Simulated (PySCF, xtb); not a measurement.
(E)-1-bromo-2-fluoroprop-1-ene (C₃H₄BrF), SMILES C/C(F)=C\Br.

Harmonic wavenumbers (cm⁻¹) from GFN2-xTB run with xtb at its own minimum, in rising order: 84, 182, 216, 339, 415, 435, 725, 764, 890, 1012, 1034, 1138, 1252, 1394, 1440, 1455, 1700, 3006, 3022, 3072, 3106.

Problem. What does B3LYP-D3(BJ)/def2-SVP in PySCF 2.14.0 give at its own minimum? (The exact figures need the calculation; the answer reports its results.)

Solution. 144, 195, 234, 364, 441, 465, 746, 804, 904, 1016, 1053, 1171, 1305, 1408, 1444, 1448, 1738, 3036, 3103, 3170, 3232. Paired by order, the mean absolute difference is 36 cm⁻¹ and the zero-point energies are 38.1 and 39.2 kcal/mol.
